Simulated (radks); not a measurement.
Results of a calculation; reference values are marked as such.
The nitrogen anion N-, [He] 2s2 2p4, held by a Watson sphere: a shell of charge +1 at radius R that stands for the Madelung well of a crystal (potential energy -1/R inside, -1/r outside, in hartree with lengths in bohr). Code: a radial shooting solver on a logarithmic mesh with Libxc functionals. Model: scalar-relativistic Kohn-Sham, LB94 model potential, spin-unpolarised, spherical densities, finite nucleus; Fermi nuclear charge, rms radius of each element as measured or else 0.836 A^(1/3) + 0.57 fm. Response by self-consistent Sternheimer equations with the Hartree and adiabatic LDA kernel, the relativistic mass of each level held fixed and spin-orbit coupling left out. The sphere does not respond.

R (bohr)  e(1s) (eV)  e(2s) (eV)  e(2p) (eV)  <r> 2p (bohr)  sum of <r^2> (bohr^2)  X-ray form factor at sin(theta)/lambda = 0.1 1/angstrom  alpha (bohr^3)
1.63         -404.17     -23.975     -12.924          1.498                  16.29                                                    6.946           9.590
2.32         -403.43     -21.889     -11.172          1.593                  18.31                                                    6.843           13.43
2.58         -403.04     -21.236     -10.581          1.619                  18.90                                                    6.816           15.00
2.94         -402.49     -20.440      -9.839          1.648                  19.58                                                    6.786           17.20
3.2          -402.09     -19.935      -9.355          1.665                  19.99                                                    6.769           18.79
3.74         -401.33     -19.038      -8.479          1.692                  20.67                                                    6.744           21.92
